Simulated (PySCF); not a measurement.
**Excitation energy of Re(2+) by level of theory**

Re(2+) [Xe] 4f14 5d5 (6S) → Re(2+) [Xe] 4f14 5d4 6s1 (6D), as a difference of total energies. Calculation: PySCF 2.14, in x2c-TZVPPall with one added diffuse shell each of s, p, d, f type (12s8p8d4f1g, 113 functions); the spin-free X2C one-electron Hamiltonian (Gaussian nucleus). The calculations carry no spin-orbit coupling.

```tsv
method	excitation energy (eV)
UHF	2.777
BLYP	2.183
HSE06	2.536
PBEsol	2.393
```
